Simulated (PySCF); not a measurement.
C4H10OSi, SMILES [SiH2](O)C(=C)CC. The structure is a stationary point at B3LYP-D3(BJ)/def2-SVP. This is a generated structure with no PubChem entry under its InChIKey; it may be hypothetical. Other conformers were not sampled.

Computed equilibrium geometry at B3LYP-D3(BJ)/def2-SVP (PySCF confirms it by a frequency run) as bond lengths and angles (one conformer of several):
Atoms: C1 C2 C3 C4 Si5 O6 H7 H8 H9 H10 H11 H12 H13 H14 H15 H16. Bonds (Å): C1–C2 1.343, C1–H7 1.095, C1–H8 1.094, C2–C3 1.515, C2–Si5 1.881, C3–C4 1.526, C3–H9 1.107, C3–H10 1.107, C4–H11 1.101, C4–H12 1.102, C4–H13 1.102, Si5–O6 1.673, Si5–H14 1.498, Si5–H15 1.488, O6–H16 0.964. Angles (°): C2–C1–H7 122.9, C2–C1–H8 120.9, H7–C1–H8 116.2, C1–C2–C3 124.1, C1–C2–Si5 118.4, C3–C2–Si5 117.5, C2–C3–C4 116.5, C2–C3–H9 108.2, C2–C3–H10 108.2, C4–C3–H9 109.5, C4–C3–H10 109.4, H9–C3–H10 104.4, C3–C4–H11 110.7, C3–C4–H12 111.4, C3–C4–H13 111.5, H11–C4–H12 107.7, H11–C4–H13 107.7, H12–C4–H13 107.7, C2–Si5–O6 111.5, C2–Si5–H14 108.4, C2–Si5–H15 111.1, O6–Si5–H14 111.4, O6–Si5–H15 105.7, H14–Si5–H15 108.6, Si5–O6–H16 116.5.
Charge 0, spin multiplicity 1.
